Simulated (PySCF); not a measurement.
SMILES CC[CH]CCCC, doublet, GFN2-xTB optimised geometry.

```
22

C      0.45     2.76     3.05
C     -0.40     1.48     3.14
C      0.27     0.32     2.51
C     -0.25    -0.34     1.29
C      0.26     0.35     0.00
C     -0.26    -0.35    -1.25
C      0.24     0.34    -2.52
H      0.62     3.03     2.01
H      1.41     2.61     3.53
H     -0.06     3.59     3.54
H     -1.37     1.65     2.66
H     -0.58     1.28     4.20
H      1.26     0.06     2.85
H      0.08    -1.38     1.26
H     -1.34    -0.31     1.28
H      1.35     0.35     0.00
H     -0.08     1.39     0.00
H      0.08    -1.39    -1.25
H     -1.35    -0.36    -1.24
H      1.32     0.33    -2.56
H     -0.14    -0.18    -3.41
H     -0.11     1.37    -2.56
```

Density from PySCF with unrestricted PBE0/def2-SVP at that geometry.

Minimum of the electron density along straight lines between bonded atoms, close to the bond critical point (lines longer than 1.1 times the sum of covalent radii, or with two minima, are not listed):

```tsv
bond	length / Å	ρ at the minimum / e bohr⁻³	∇²ρ there / e bohr⁻⁵	position (fraction from the first atom)
C1–C2	1.538	0.236	-0.52	0.50
C2–C3	1.480	0.264	-0.62	0.50
C3–C4	1.477	0.265	-0.62	0.50
C4–C5	1.547	0.233	-0.51	0.50
C5–C6	1.525	0.245	-0.56	0.50
C6–C7	1.524	0.243	-0.55	0.50
C1–H8	1.087	0.277	-1.01	0.62
C1–H9	1.087	0.277	-1.01	0.62
C1–H10	1.088	0.276	-1.01	0.62
C2–H11	1.092	0.276	-0.99	0.62
C2–H12	1.098	0.270	-0.96	0.62
C3–H13	1.078	0.281	-1.03	0.62
C4–H14	1.094	0.274	-0.99	0.62
C4–H15	1.094	0.274	-0.98	0.62
C5–H16	1.092	0.276	-1.00	0.62
C5–H17	1.092	0.276	-0.99	0.62
C6–H18	1.093	0.275	-0.99	0.62
C6–H19	1.093	0.275	-0.99	0.62
C7–H20	1.088	0.276	-1.00	0.62
C7–H21	1.088	0.276	-1.00	0.62
C7–H22	1.088	0.276	-1.00	0.62
```
